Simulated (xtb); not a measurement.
xtb input:

```bash
xtb mol.xyz --gfn 1 --sp --chrg -1 --uhf 0
```
mol.xyz:
```
6

Si     0.44313549     0.21110533    -0.07643852
Cl    -0.53438172    -0.23351539     1.76709278
Cl    -1.15788587    -0.09097378    -1.45386871
O      1.15056959     1.57362582    -0.15308403
O      1.38459664    -1.14817647    -0.31883792
H      2.28332242    -0.84275355    -0.47929429
```

**Question.** What final total energy does it print?

**Answer.** -20.82105 Eh (GFN1-xTB).

It need not be the lowest isomer of its formula. Whether it binds its extra electron was not tested at this geometry.
